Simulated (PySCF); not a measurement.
C₅H₅F, SMILES C#CCC(=C)F. Atoms are numbered in the order given.

```xyz
11

C      2.4123     0.0172     1.0082
C      1.4678    -0.3530     0.3493
C      0.3275    -0.8001    -0.4444
C     -0.8940     0.0497    -0.2638
C     -2.0897    -0.3471     0.1581
F     -0.6788     1.3225    -0.5997
H      3.2502     0.3489     1.5929
H      0.6081    -0.7851    -1.5133
H      0.0787    -1.8429    -0.1955
H     -2.9144     0.3635     0.2308
H     -2.2564    -1.3870     0.4377
```
Charge 0, spin multiplicity 1.

The structure is a stationary point at PBE0-D3(BJ)/def2-SVP. This is a generated structure with no PubChem entry under its InChIKey; it may be hypothetical. Other conformers were not sampled.

Two levels are set side by side: PBE/pcSseg-1 (PySCF) and PBE0/pcSseg-1 (PySCF). GIAO shifts against CFCl3 (¹⁹F), TMS (¹H), TMS (¹³C) at the same level; non-relativistic, no solvent, atoms listed together averaged. Differences are taken from unrounded values.

| quantity | PBE0 | PBE | PBE minus PBE0 |
|---|---|---|---|
| δ(¹³C) of C1 (ppm) | 78.7 | 75.1 | -3.6 |
| δ(¹³C) of C2 (ppm) | 82.7 | 81.4 | -1.3 |
| δ(¹³C) of C3 (ppm) | 27.5 | 29.1 | 1.6 |
| δ(¹³C) of C4 (ppm) | 172.4 | 172.0 | -0.4 |
| δ(¹³C) of C5 (ppm) | 98.8 | 95.6 | -3.2 |
| δ(¹⁹F) of F6 (ppm) | -97.1 | -105.2 | -8.1 |
| δ(¹H) of H7 (ppm) | 2.25 | 2.04 | -0.21 |

Rough cost on one machine, each run with all the roots and properties that it gave: PBE0 against PBE within a factor of 2.
